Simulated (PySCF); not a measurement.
CH₈AlNO₂Si, SMILES [Al]([OH])([N]([SiH3])C)[OH]. Atoms are numbered in the order given.

```xyz
14

Si     0.6058    -2.0165     0.0000
N     -0.4326    -0.6259     0.0000
C     -1.8726    -0.8790     0.0000
Al     0.1590     1.0610     0.0000
O      1.7972     1.5035     0.0000
O     -1.0418     2.2614     0.0000
H      0.3971    -2.8839     1.2050
H      2.0194    -1.5230     0.0000
H      0.3971    -2.8839    -1.2050
H     -2.4367     0.0660     0.0000
H     -2.1922    -1.4517    -0.8903
H     -2.1922    -1.4517     0.8903
H      2.5412     0.9006     0.0000
H     -0.8618     3.2019     0.0000
```
Charge 0, spin multiplicity 1.

Geometry optimised at PBE0-D3(BJ)/def2-SVP. The structure was generated by enumeration; whether it is a known compound was not checked. The values are those of a single conformer.

These are TDA-PBE/def2-SVPD (PySCF 2.14.0) values and carry that method's errors.

Vertical excitations. Gas-phase values at a fixed geometry. State labels are in the subgroup Cs.

Q: List the lowest excited states. (An estimate is asked for; the answer gives what the named calculation found.)

A: 
```csv
state,symmetry,energy (eV),λ (nm),f,main pairs
S1,A",4.39,283,0.004,HOMO→LUMO 100 %
S2,A",5.76,215,0.004,HOMO→LUMO+1 99 %
S3,A",5.89,211,0.005,HOMO→LUMO+2 98 %
S4,A",6.01,206,0.000,HOMO−1→LUMO 100 %
S5,A",6.15,202,0.005,HOMO→LUMO+4 99 %
S6,A',6.18,201,0.004,"HOMO−2→LUMO 60 %, HOMO→LUMO+3 39 %"
S7,A",6.25,198,0.015,HOMO→LUMO+5 98 %
S8,A',6.43,193,0.150,"HOMO→LUMO+3 53 %, HOMO−2→LUMO 38 %"
S9,A",6.61,188,0.057,HOMO−3→LUMO 95 %
S10,A',6.66,186,0.032,"HOMO−4→LUMO 72 %, HOMO−5→LUMO 26 %"
T1,A",4.21,294,0,HOMO→LUMO 99 %
T2,A',5.57,223,0,HOMO→LUMO+3 98 %
T3,A",5.67,219,0,"HOMO→LUMO+1 53 %, HOMO→LUMO+2 47 %"
T4,A",5.72,217,0,"HOMO→LUMO+2 53 %, HOMO→LUMO+1 46 %"
```
Triplets are in the Tamm–Dancoff approximation.
